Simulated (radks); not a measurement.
The numbers below are computed, except where a source is named.
Question: These are the eigenvalues of the occupied orbitals of an atom or ion with whole-number occupations (eV). Level of theory: Dirac Kohn-Sham, BLYP, spin-unpolarised, spherical densities, finite nucleus; Fermi nuclear charge, rms radius of each element as measured or else 0.836 A^(1/3) + 0.57 fm (a radial shooting solver on a logarithmic mesh with Libxc functionals).

| orbital | eigenvalue |
|---|---|
| 1s1/2 | -89300.08 |
| 2s1/2 | -17094.86 |
| 2p1/2 | -16477.12 |
| 2p3/2 | -14288.56 |
| 3s1/2 | -5147.843 |
| 3p1/2 | -4870.114 |
| 3p3/2 | -4376.539 |
| 3d3/2 | -3920.099 |
| 3d5/2 | -3815.155 |
| 4s1/2 | -2104.612 |
| 4p1/2 | -1983.239 |
| 4p3/2 | -1839.946 |
| 4d3/2 | -1643.570 |
| 4d5/2 | -1614.288 |
| 4f5/2 | -1374.179 |

Which element is it, and in what charge state? The configuration may be excited. Open shells, if any, fill j = l - 1/2 first.

Answer: Z = 82, lead, charge +35: Pb35+ in [Kr] 4d10 4f1. The list shows which subshells hold electrons but not how many an open one holds; the 1s level, -3281.7 hartree, gives Z - s = 81.0 by -(Z - s)^2/2, which with screening and relativity narrows Z to a few neighbours, and the depths of the outer levels then fix element, charge and occupations together.
